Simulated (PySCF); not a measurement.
trans-(1S,2S)-1,2-dimethylcyclopropane (C₅H₁₀), SMILES C[C@@H]1[C@H](C1)C. Heavy atoms are numbered as in [CH3:1][C@H:2]1[CH2:3][C@@H:4]1[CH3:5]. Hydrogens are named by the atom that carries them.

The structure is a stationary point at PBE0-D3(BJ)/def2-SVP.

Computed with PBE/pcSseg-1 run with PySCF.

GIAO shieldings, no solvent; atoms alike by connectivity are averaged. δ = σ(ref) − σ: ¹³C against TMS (σ = 182.0 ppm); ¹H against TMS (σ = 31.49 ppm), references at their B3LYP-D3(BJ)/def2-TZVP geometries, non-relativistic.

Computed chemical shifts:
```csv
nucleus,atoms,count,δ (ppm)
¹³C,C1 (CH3),2,23.4
¹³C,C2 (CH),2,19.6
¹³C,C3 (CH2),1,18.6
¹H,H on C1,6,1.33
¹H,H on C2,2,0.47
¹H,H on C3,2,0.40
```
